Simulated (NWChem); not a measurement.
The numbers come from NWChem runs, not from measurements. System: diphosphane (H₄P₂), charge 0, spin multiplicity 1, at a geometry optimised with B3LYP/def2-SVP. Level: CCSD(T)/def2-TZVP, 10 core orbitals frozen.

Input file:

```
start mol
memory heap 100 mb stack 700 mb global 1900 mb
geometry units angstroms nocenter noautoz
  P      1.008557     0.521693     0.000000
  P     -1.008557    -0.521693     0.000000
  H      1.540850    -0.316327     1.031271
  H      1.540850    -0.316327    -1.031271
  H     -1.540850     0.316327     1.031271
  H     -1.540850     0.316327    -1.031271
  symmetry group C2h
end
basis spherical
  * library def2-tzvp
end
scf
  rhf
  nopen 0
  maxiter 100
  thresh 1e-7
  semidirect memsize 60000000 filesize 0
end
ccsd
  freeze core 10
  maxiter 60
end
task ccsd(t) energy
```

NWChem printed:

```
             Northwest Computational Chemistry Package (NWChem) 7.3.0
             --------------------------------------------------------

                                NWChem Input Module
                                -------------------

 Scaling coordinates for geometry "geometry" by  1.889725989
 (inverse scale =  0.529177249)

 Turning off AUTOSYM since
 SYMMETRY directive was detected!

                             Geometry "geometry" -> ""
                             -------------------------

 Output coordinates in angstroms (scale by  1.889725989 to convert to a.u.)

  No.       Tag          Charge          X              Y              Z
 ---- ---------------- ---------- -------------- -------------- --------------
    1 P                   15.0000     1.00855700     0.52169300     0.00000000
    2 P                   15.0000    -1.00855700    -0.52169300     0.00000000
    3 H                    1.0000     1.54085000    -0.31632700     1.03127100
    4 H                    1.0000     1.54085000    -0.31632700    -1.03127100
    5 H                    1.0000    -1.54085000     0.31632700     1.03127100
    6 H                    1.0000    -1.54085000     0.31632700    -1.03127100

 Effective nuclear repulsion energy (a.u.)      87.2530186939

            Nuclear Dipole moment (a.u.)
            ----------------------------
        X                 Y               Z
 ---------------- ---------------- ----------------
     0.0000000000     0.0000000000     0.0000000000

      Symmetry information
      --------------------

 Group name             C2h
 Group number             21
 Group order               4
 No. of unique centers     2

      Symmetry unique atoms

     1    3


 Summary of "ao basis" -> "" (spherical)
 ------------------------------------------------------------------------------
       Tag                 Description            Shells   Functions and Types
 ---------------- ------------------------------  ------  ---------------------
 *                         def2-tzvp                  on all atoms

 Summary of "ao basis" -> "ao basis" (spherical)
 ------------------------------------------------------------------------------
       Tag                 Description            Shells   Functions and Types
 ---------------- ------------------------------  ------  ---------------------
 P                         def2-tzvp                13       37   5s5p2d1f
 H                         def2-tzvp                 4        6   3s1p

                                 NWChem SCF Module
                                 -----------------

  ao basis        = "ao basis"
  functions       =    98
  atoms           =     6
  closed shells   =    17
  open shells     =     0
  charge          =   0.00
  wavefunction    = RHF
  use symmetry    = T
  symmetry adapt  = T

 Summary of "ao basis" -> "ao basis" (spherical)
 ------------------------------------------------------------------------------
       Tag                 Description            Shells   Functions and Types
 ---------------- ------------------------------  ------  ---------------------
 P                         def2-tzvp                13       37   5s5p2d1f
 H                         def2-tzvp                 4        6   3s1p

      Symmetry analysis of basis
      --------------------------

        ag         31
        au         18
        bg         18
        bu         31

 Forming initial guess at       0.1s

      Superposition of Atomic Density Guess
[...]
 ccsd(t): done        6 out of       81 progress:    7.4%
 ccsd(t): done        7 out of       81 progress:    8.6%
 ccsd(t): done        8 out of       81 progress:    9.9%
 ccsd(t): done        9 out of       81 progress:   11.1%
 ccsd(t): done       10 out of       81 progress:   12.3%
 ccsd(t): done       11 out of       81 progress:   13.6%
 ccsd(t): done       12 out of       81 progress:   14.8%
 ccsd(t): done       13 out of       81 progress:   16.0%
 ccsd(t): done       14 out of       81 progress:   17.3%
 ccsd(t): done       15 out of       81 progress:   18.5%
 ccsd(t): done       16 out of       81 progress:   19.8%
 ccsd(t): done       17 out of       81 progress:   21.0%
 ccsd(t): done       18 out of       81 progress:   22.2%
 ccsd(t): done       19 out of       81 progress:   23.5%
 ccsd(t): done       20 out of       81 progress:   24.7%
 ccsd(t): done       21 out of       81 progress:   25.9%
 ccsd(t): done       22 out of       81 progress:   27.2%
 ccsd(t): done       23 out of       81 progress:   28.4%
 ccsd(t): done       24 out of       81 progress:   29.6%
 ccsd(t): done       25 out of       81 progress:   30.9%
 ccsd(t): done       26 out of       81 progress:   32.1%
 ccsd(t): done       27 out of       81 progress:   33.3%
 ccsd(t): done       28 out of       81 progress:   34.6%
 ccsd(t): done       29 out of       81 progress:   35.8%
 ccsd(t): done       30 out of       81 progress:   37.0%
 ccsd(t): done       31 out of       81 progress:   38.3%
 ccsd(t): done       32 out of       81 progress:   39.5%
 ccsd(t): done       33 out of       81 progress:   40.7%
 ccsd(t): done       34 out of       81 progress:   42.0%
 ccsd(t): done       35 out of       81 progress:   43.2%
 ccsd(t): done       36 out of       81 progress:   44.4%
 ccsd(t): done       37 out of       81 progress:   45.7%
 ccsd(t): done       38 out of       81 progress:   46.9%
 ccsd(t): done       39 out of       81 progress:   48.1%
 ccsd(t): done       40 out of       81 progress:   49.4%
 ccsd(t): done       41 out of       81 progress:   50.6%
 ccsd(t): done       42 out of       81 progress:   51.9%
 ccsd(t): done       43 out of       81 progress:   53.1%
 ccsd(t): done       44 out of       81 progress:   54.3%
 ccsd(t): done       45 out of       81 progress:   55.6%
 ccsd(t): done       46 out of       81 progress:   56.8%
 ccsd(t): done       47 out of       81 progress:   58.0%
 ccsd(t): done       48 out of       81 progress:   59.3%
 ccsd(t): done       49 out of       81 progress:   60.5%
 ccsd(t): done       50 out of       81 progress:   61.7%
 ccsd(t): done       51 out of       81 progress:   63.0%
 ccsd(t): done       52 out of       81 progress:   64.2%
 ccsd(t): done       53 out of       81 progress:   65.4%
 ccsd(t): done       54 out of       81 progress:   66.7%
 ccsd(t): done       55 out of       81 progress:   67.9%
 ccsd(t): done       56 out of       81 progress:   69.1%
 ccsd(t): done       57 out of       81 progress:   70.4%
 ccsd(t): done       58 out of       81 progress:   71.6%
 ccsd(t): done       59 out of       81 progress:   72.8%
 ccsd(t): done       60 out of       81 progress:   74.1%
 ccsd(t): done       61 out of       81 progress:   75.3%
 ccsd(t): done       62 out of       81 progress:   76.5%
 ccsd(t): done       63 out of       81 progress:   77.8%
 ccsd(t): done       64 out of       81 progress:   79.0%
 ccsd(t): done       65 out of       81 progress:   80.2%
 ccsd(t): done       66 out of       81 progress:   81.5%
 ccsd(t): done       67 out of       81 progress:   82.7%
 ccsd(t): done       68 out of       81 progress:   84.0%
 ccsd(t): done       69 out of       81 progress:   85.2%
 ccsd(t): done       70 out of       81 progress:   86.4%
 ccsd(t): done       71 out of       81 progress:   87.7%
 ccsd(t): done       72 out of       81 progress:   88.9%
 ccsd(t): done       73 out of       81 progress:   90.1%
 ccsd(t): done       74 out of       81 progress:   91.4%
 ccsd(t): done       75 out of       81 progress:   92.6%
 ccsd(t): done       76 out of       81 progress:   93.8%
 ccsd(t): done       77 out of       81 progress:   95.1%
 ccsd(t): done       78 out of       81 progress:   96.3%
 ccsd(t): done       79 out of       81 progress:   97.5%
 ccsd(t): done       80 out of       81 progress:   98.8%
 ccsd(t): done       81 out of       81 progress:  100.0%
 Time for integral evaluation pass     1        4.60
 Time for triples evaluation pass      1        6.32

 pseudo-e(mp4)  -0.15039963121550E-01
 pseudo-e(mp5)   0.33998288036836E-03
        e(t)    -0.14699980241182E-01

 --------------
 CCSD(T) Energy
 --------------
 Reference energy:                    -683.814976788308400

 CCSD corr. energy:                     -0.349958127448160
 T(CCSD) corr. energy:                  -0.015039963121550
 Total CCSD+T(CCSD) energy:           -684.179974878878056

 CCSD corr. energy:                     -0.349958127448160
 (T) corr. energy:                      -0.014699980241182
 Total CCSD(T) energy:                -684.179634895997765

 routine      calls  cpu(0)   cpu-min  cpu-ave  cpu-max   i/o
 aoccsd          1     0.01     0.01     0.01     0.01    0.00
 iterdrv         1     0.03     0.03     0.03     0.03    0.00
 pampt          11     0.11     0.11     0.11     0.11    0.00
 t2pm           11     0.23     0.23     0.23     0.23    0.00
 sxy            11     1.26     1.26     1.26     1.26    0.00
 ints      8816533   113.51   113.51   113.51   113.51    0.00
 t2eri        9933    13.88    13.88    13.88    13.88    0.00
 idx2         9933     1.77     1.77     1.77     1.77    0.00
 idx34          11     0.09     0.09     0.09     0.09    0.00
 ht2pm          11     0.26     0.26     0.26     0.26    0.00
 itm            11     1.27     1.27     1.27     1.27    0.00
 pdiis          11     0.05     0.05     0.05     0.05    0.00
 triples         1     0.00     0.00     0.00     0.00    0.00
 rdtrpo          1     0.01     0.01     0.01     0.01    0.00
 trpmos          1     4.60     4.60     4.60     4.60    0.00
 trpdrv          1     0.69     0.69     0.69     0.69    0.00
 dovvv       31752     3.20     3.20     3.20     3.20    0.00
 doooo       31752     0.56     0.56     0.56     0.56    0.00
 tengy       27783     1.83     1.83     1.83     1.83    0.00
 Total               143.36   143.36   143.36   143.36    0.00

 Task  times  cpu:      150.7s     wall:      150.7s

 Total times  cpu:      150.7s     wall:      150.7s
```
